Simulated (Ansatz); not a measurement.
GeH$_{3}$Se, SMILES `[GeH3][Se]` radical. Charge 0, multiplicity 2. Geometry: relaxed with PBE0-D4/def2-TZVP.

```xyz
5

Ge    0.168   -0.011   -0.048
Se   -2.048    0.408    0.592
H     0.274   -1.543   -0.124
H     1.146    0.537    1.001
H     0.460    0.609   -1.422
```

Question: What is the dipole moment at B3LYP/def2-TZVPP? (Estimate.)

Answer: Ansatz gave: 1.16 D, with components (1.09, -0.20, -0.32) D in this frame, pointing from negative to positive charge.

Question: And with PBE, r2SCAN, ωB97M-V? (Best estimate.)

Answer: Ansatz gave: PBE 1.17 D, r2SCAN 1.21 D, ωB97M-V 1.18 D.

Question: Give the Mulliken charges with B3LYP, ωB97M-V, r2SCAN in def2-TZVPP. (Estimate.)

Answer: Ansatz gave: 
```
atom  B3LYP  ωB97M-V  r2SCAN
 Ge1   0.20     0.12    0.24
 Se2  -0.22    -0.20   -0.24
  H3   0.01     0.03    0.00
  H4   0.00     0.02    0.00
  H5   0.00     0.02    0.00
```

B3LYP here is the variant with VWN-RPA as its local correlation; programs differ in this.
